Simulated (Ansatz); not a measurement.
All numbers were calculated with Ansatz.

A structure relaxed at PBE0-D4/def2-TZVP, charge 0, multiplicity 1:

| atom | x (Å) | y (Å) | z (Å) |
| --- | --- | --- | --- |
| Cl1 | -0.522 | 0.189 | 2.728 |
| W2 | -0.119 | 0.267 | 0.321 |
| Cl3 | -0.727 | 2.610 | 0.640 |
| C4 | -2.302 | -0.658 | 0.535 |
| C5 | -1.367 | -1.614 | 0.053 |
| C6 | -0.922 | -1.132 | -1.221 |
| C7 | -1.516 | 0.149 | -1.468 |
| C8 | -2.391 | 0.398 | -0.376 |
| C9 | 1.834 | -0.860 | 0.612 |
| C10 | 2.049 | 0.367 | 1.298 |
| C11 | 1.960 | 1.424 | 0.387 |
| C12 | 1.684 | 0.904 | -0.907 |
| C13 | 1.661 | -0.522 | -0.770 |
| H14 | -2.780 | -0.687 | 1.500 |
| H15 | -1.135 | -2.561 | 0.510 |
| H16 | -0.323 | -1.685 | -1.922 |
| H17 | -1.416 | 0.757 | -2.352 |
| H18 | -2.949 | 1.306 | -0.220 |
| H19 | 1.902 | -1.846 | 1.041 |
| H20 | 2.154 | 0.474 | 2.364 |
| H21 | 1.985 | 2.469 | 0.646 |
| H22 | 1.621 | 1.475 | -1.819 |
| H23 | 1.622 | -1.225 | -1.582 |

**Question.** Give its formula and SMILES.

**Answer.** C10H10Cl2W, `[Cl][W]12345678([Cl])([C@H]9[C@@H]1[C@@H]2[C@@H]3[C@H]94)[C@H]1[C@@H]5[C@@H]6[C@@H]7[C@H]18`.

**Question.** Point group (tolerance 0.08 Å, 0.16 Å for H)?

**Answer.** C2v.

**Question.** Summarise the bond lengths by kind.

**Answer.** 2 × Cl–W 2.442 Å; 10 × C–W 2.231 to 2.380 Å; 10 × C–C 1.398 to 1.433 Å; 10 × C–H 1.075 to 1.078 Å.
